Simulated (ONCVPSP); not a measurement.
**Varying the ONCV potential for magnesium**

Base potential:

```
Element                 : Mg
Generator               : ONCVPSP 4.0.1
Type                    : optimised norm-conserving Vanderbilt (ONCV)
Functional              : PBE
Relativity              : scalar-relativistic
Frozen core             : [He] 2s2
Valence charge          : 8
Reference configuration : 2p6 3s1.75 3p0.25
Partial waves           : 3s: rc 2.65 bohr, ncon 4, nbas 7, qcut 2 1/bohr, 2 projectors, debl 2.3 Ha; 2p+3p: rc 1.10 bohr, ncon 3, nbas 8, qcut 12 1/bohr, 2 projectors
Local potential         : polynomial inside 0.95 bohr (lpopt 3, dvloc0 4 Ha)
Core correction         : Teter function, fcfact 2, rcfact 1.5
```

All-electron outer shells of the reference configuration (PBE, scalar-relativistic, ld1.x):

```tsv
shell	level (eV)	outermost node (bohr)	outermost maximum (bohr)
1s	-1260.21	–	0.09
2s	-80.39	0.18	0.54
2p	-47.16	–	0.48
3s	-4.97	0.90	2.53
3p	-1.54	0.96	3.46
```

Cutoffs, loose and tight: the cutoffs (Ha) at which the residual kinetic energy of the hardest occupied pseudo-wave falls to 1 and 0.1 mHa per electron. They do not see the model core or the augmentation charge, which bear on the density cutoff. Test errors are all-electron minus pseudo excitation energies from the reference, over the configurations 2p6 3s2 3p0; 2p6 3s1 3p0; 2p6 3s0 3p0; 2p6 3s1 3p1. A dash means not determined; rows that change the core or the reference have their own tests. The largest error is taken over the tests solved by every variant that gives reliable tests at all: 2p6 3s1 3p0; 2p6 3s1 3p1; 2p6 3s2 3p0.

```tsv
change	outcome	cutoff, loose	cutoff, tight	bound ghosts	GHOST(+) flags above zero	largest test error (meV)
base	generated	56 Ha	64 Ha	none	s	-2.1
s: qcut 1.2	generated	56 Ha	64 Ha	none	s	-3.2
s: qcut 1.5	generated	56 Ha	64 Ha	none	s	-3.0
s: qcut 1.7	generated	56 Ha	64 Ha	none	s	-2.7
s: qcut 1.8	generated	56 Ha	64 Ha	none	s	-2.6
s: qcut 2.1	generated	56 Ha	64 Ha	none	s	-1.9
s: qcut 2.4	generated	56 Ha	64 Ha	none	s	-1.2
s: qcut 2.5	generated	56 Ha	64 Ha	none	s	-0.9
s: qcut 2.7	generated	56 Ha	64 Ha	none	s	+1.3
s: qcut 3	generated	56 Ha	64 Ha	none	s	+1.9
```

Reading the sweep of the qcut of the s channel (base included, trends over the rows without a ghost): The loose cutoff stays near 56 Ha.
